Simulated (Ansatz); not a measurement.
Ga(Cl)2(SiH3) (Cl2GaH3Si), SMILES [Cl][Ga]([SiH3])[Cl]. Atoms are numbered in the order given.

```xyz
7

Ga    -0.0170     0.0044     0.0015
Cl    -1.8089    -1.1843    -0.2489
Cl    -0.1111     1.9153    -1.0125
Si     1.9064    -0.7261     1.2456
H      2.5012     0.4378     1.9595
H      2.8961    -1.2787     0.2768
H      1.5055    -1.7818     2.2156
```

Geometry: B3LYP-D3(BJ)/def2-SVP. The structure was generated by enumeration; whether it is a known compound was not checked.

Two levels are set side by side: PBE-D3(BJ)/def2-SVP (Ansatz, a first-principles code) and B3LYP-D3(BJ)/def2-SVP (Ansatz). Each level has its own optimised geometry; the coordinates shown are those of the second. Differences are taken from unrounded values.

| quantity | B3LYP-D3(BJ) |
|---|---|
| mean bond length (Å) | 1.867 |
| bond Ga1–Cl2 (Å) | 2.165 |
| bond Ga1–Cl3 (Å) | 2.165 |
| bond Ga1–Si4 (Å) | 2.404 |
| bond Si4–H5 (Å) | 1.489 |
| bond Si4–H6 (Å) | 1.491 |
| bond Si4–H7 (Å) | 1.489 |

Q: What does PBE-D3(BJ) give, and how far is it from B3LYP-D3(BJ)? (Estimate from the structure and the level; the computed values follow.)

A: 
```
quantity              PBE-D3(BJ)  PBE-D3(BJ) minus B3LYP-D3(BJ)
--------------------  ----------  -----------------------------
mean bond length (Å)       1.874                          0.007
bond Ga1–Cl2 (Å)           2.168                          0.003
bond Ga1–Cl3 (Å)           2.168                          0.003
bond Ga1–Si4 (Å)           2.402                         -0.002
bond Si4–H5 (Å)            1.502                          0.013
bond Si4–H6 (Å)            1.504                          0.013
bond Si4–H7 (Å)            1.502                          0.013
```

Exact exchange shortens and stiffens bonds; PBE has none. Differences between two approximate levels are no errors against the true value.
